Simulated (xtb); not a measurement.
Harmonic IR lines of one isomer of C₅H₆, unscaled. Calculation: GFN2-xTB (xtb).

```csv
wavenumber (cm⁻¹),relative intensity
479,6.4
781,36
837,16
888,23
1107,7.2
1199,6.5
1258,5.2
1599,3.5
1772,24
2980,59
2997,73
3096,21
3117,100
3135,98
```

Problem. Which structure gives these lines?
(A) `C#CC(=C)C`
(B) `C=C1C=CC1`
(C) `CC1=CC=C1`
(D) `C=CC1C=C1`

Solution. B, `C=C1C=CC1`
